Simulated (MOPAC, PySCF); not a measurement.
C10H7BS, SMILES `Bc1cc2c(C#C)cccc2s1`, neutral singlet in the gas phase. 

Cartesian coordinates (Å):
```xyz
19

B      3.7202     0.7695     0.0818
C      2.3184     0.1675     0.0500
C      1.1157     0.8469     0.0258
C     -0.0242    -0.0016    -0.0006
C     -1.4025     0.3514    -0.0292
C     -1.7922     1.7229    -0.0343
C     -2.1138     2.8931    -0.0383
C     -2.3499    -0.6694    -0.0519
C     -1.9607    -2.0194    -0.0468
C     -0.6251    -2.3870    -0.0192
C      0.3418    -1.3732     0.0039
S      2.0581    -1.5625     0.0403
H      4.7018     0.0657     0.1012
H      3.8342     1.9725     0.0868
H      1.0547     1.9362     0.0271
H     -2.4041     3.9275    -0.0421
H     -3.4089    -0.4078    -0.0739
H     -2.7308    -2.7938    -0.0651
H     -0.3326    -3.4387    -0.0154
```
Charge 0, multiplicity 1.

All levels are single points at this geometry (PBE0-D3(BJ)/def2-SVP); Pople sets use spherical d functions. Orbital energies aren't observables, and empty levels follow the basis.

```csv
level,HOMO (eV),LUMO (eV),gap (eV),dipole (D),"vertical IE, Delta-SCF (eV)"
PBE-D3(BJ)/def2-TZVP in PySCF,-5.71,-3.26,2.44,2.24,7.91
PBE0-D3(BJ)/def2-TZVP in PySCF,-6.55,-2.51,4.04,2.04,8.05
B3LYP/6-311+G** in PySCF,-6.39,-2.67,3.72,2.02,–
B3LYP/6-31G* in PySCF,-6.08,-2.30,3.78,2.25,7.79
HF/3-21G in PySCF,-8.25,0.94,9.20,2.24,–
AM1 in MOPAC,-8.49,-0.85,7.65,0.97,–
```
